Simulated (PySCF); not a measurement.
C₃H₇BO₂, SMILES OB1CC(O)C1.

Geometry optimised at B3LYP-D3(BJ)/def2-SVP. This is a generated structure with no PubChem entry under its InChIKey; it may be hypothetical. One conformer was computed; it need not be the lowest.

Vertical ionisation energy (IE) and electron affinity (EA) in eV. Rows of orbital energies are one-electron estimates. Where ΔSCF, EOM or ADC give a negative EA the extra electron is unbound and the value depends on the basis.

```csv
level,IE,EA
"−ε(HOMO), −ε(LUMO), M06-2X/def2-TZVP (PySCF)",…,…
"−ε(HOMO), −ε(LUMO), PBE/def2-TZVP (PySCF)",5.94,0.78
```

Problem. Some entries are withheld; supply them. (An estimate is asked for; the answer gives what the named calculation found.)

Solution. 
- −ε(HOMO), −ε(LUMO), M06-2X/def2-TZVP (PySCF), IE: 9.02
- −ε(HOMO), −ε(LUMO), M06-2X/def2-TZVP (PySCF), EA: -1.15
